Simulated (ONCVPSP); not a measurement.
rubidium (Rb), ONCV: configuration errors across variants

Rb, optimised norm-conserving Vanderbilt (ONCV), made with ONCVPSP 4.0.1 (PBE, scalar-relativistic). Core [Ar] 3d10 4s2, reference 4p6 5s1. Waves: 5s: rc 3.70 bohr, ncon 3, nbas 8, qcut 1.4 1/bohr, 1 projector; 4p: rc 1.75 bohr, ncon 4, nbas 7, qcut 3.8 1/bohr, 2 projectors, debl 1.5 Ha; d scattering state at 0.23 Ha: rc 3.40 bohr, ncon 4, nbas 7, qcut 2.7 1/bohr, 2 projectors, debl 2 Ha. Local part: polynomial inside 1.45 bohr (lpopt 5, dvloc0 2 Ha). Core correction: Teter function, fcfact 6, rcfact 1.4.

All-electron excitation energies from the reference (eV): (1) 4p6 5s0 4.154; (2) 4p6 5s0.5 1.578; (3) 4p6 5s0 5p1 1.520.

1 further variants failed, have other tests or too few solved ones, and are left out.

A true bound ghost makes a file unfit for plane-wave use even where its test errors are small: the radial tests pick states by their node count and pass the ghost by.

Errors AE − PS in meV (a dash: test not solved or not reliable):

```csv
change,(1),(2),(3),bound ghosts,GHOST(+) flags above zero
base,+7.9,+2.1,+2.2,s,d
p: nbas 8,+7.9,+2.1,+2.2,s,d
"local potential polynomial inside 1.45 bohr (lpopt 5, dvloc0 5 Ha)",+7.9,+1.4,+2.2,s,d
```

Task: Give the same row for: core correction Teter function, fcfact 6, rcfact 1.82.

Result: +1.1, +1.2, -1.8; bound ghosts: s; GHOST(+) flags above zero: d.
